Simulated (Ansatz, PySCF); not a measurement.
This PySCF input computes a PBE0/def2-TZVPD energy:

```python
from pyscf import gto, scf, dft

mol = gto.M(
    atom='''
    In    0.31311130   -0.00154110    0.37595852
    Cl    1.11286356    0.35742091   -1.84301345
    Cl   -2.01536082   -0.35297892    0.75936830
    ''',
    basis='def2-tzvpd',
    ecp='def2-tzvp',
    charge=0,
    spin=1,
    verbose=4,
)

mf = dft.UKS(mol, xc='pbe0').density_fit(auxbasis='def2-universal-jkfit')
mf.grids.level = 3
mf.conv_tol = 1e-9
mf.max_cycle = 100
mf.max_memory = 1500
mf.kernel()
if not mf.converged:
    mf = mf.newton()
    mf.kernel(mf.make_rdm1())
for _ in range(2):
    mo, _, stable, _ = mf.stability(return_status=True)
    if stable:
        break
    mf.kernel(mf.make_rdm1(mo, mf.mo_occ))
mf.analyze()
```

Task: Write an input for the same energy in Ansatz (a quantum-chemistry and plane-wave program) and say what it gives.

Result: 
Ansatz 0.2 input:
```yaml
crystal:
  periodic: [false, false, false]
  atoms:
    - {symbol: In, position_ang: [0.31311130, -0.00154110, 0.37595852]}
    - {symbol: Cl, position_ang: [1.11286356, 0.35742091, -1.84301345]}
    - {symbol: Cl, position_ang: [-2.01536082, -0.35297892, 0.75936830]}
basis:
  gaussian:
    orbitals: def2-TZVPD
hamiltonian:
  xc: {name: PBE0}
magnetization: {spin_polarized: true, initial_magnetization: 1}
output: {forces: true}
```
It gives -1110.34956 Eh, and PySCF -1110.34960 Eh, a difference of 0.04 mEh, from the treatment of integrals and grids.

It need not be the lowest isomer of its formula.
